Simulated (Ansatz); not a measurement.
Gas-phase electronic energies from Ansatz, PBE0-D4/def2-TZVP geometries. CCSD(T)/CBS is the MP2 limit (def2-TZVPP, def2-QZVPP) plus CCSD(T) − MP2 in def2-TZVPP, frozen cores. This one scheme is used for every species. DFT in def2-TZVPP. B3LYP here is the variant with VWN-RPA as its local correlation; programs differ in this. Elements past krypton have def2 core potentials. For Y outer-core shells are correlated without core-valence functions, which leaves a few kJ/mol of doubt a bond. One conformer a species, not always the lowest.

`C[O][Y]([O]C)[O]C` + CH₄ → `C[O][Y]([CH3])[O]C` + CH₃OH  (formal exchange of groups at a Y–O bond)

| level | ΔE (eV) | difference from CCSD(T)/CBS |
| --- | --- | --- |
| PBE-D4 | 2.09 | -0.03 |
| r2SCAN-D4 | 2.16 | 0.04 |
| B3LYP-D4 | 2.19 | 0.07 |
| ωB97X-V | 2.15 | 0.03 |
| ωB97M-V | 2.11 | -0.01 |
| B2PLYP | 2.20 | 0.08 |
| PBE | 2.08 | -0.04 |
| B3LYP | 2.18 | 0.06 |
| HF/def2-TZVPP | 2.19 | 0.07 |
| MP2/def2-TZVPP | 2.18 | 0.06 |
| CCSD/def2-TZVPP | 2.12 | 0.00 |
| CCSD(T)/def2-TZVPP | 2.12 | 0.00 |
| MP2/def2-QZVPP | 2.18 | 0.06 |
| SCS-MP2/def2-QZVPP | 2.19 | 0.07 |
| MP2/CBS(def2) | 2.17 | 0.05 |
| CCSD/CBS(def2) | 2.12 | 0.00 |
| CCSD(T)/CBS | 2.12 | 0 |

Largest T1 diagnostic among the species: 0.014.
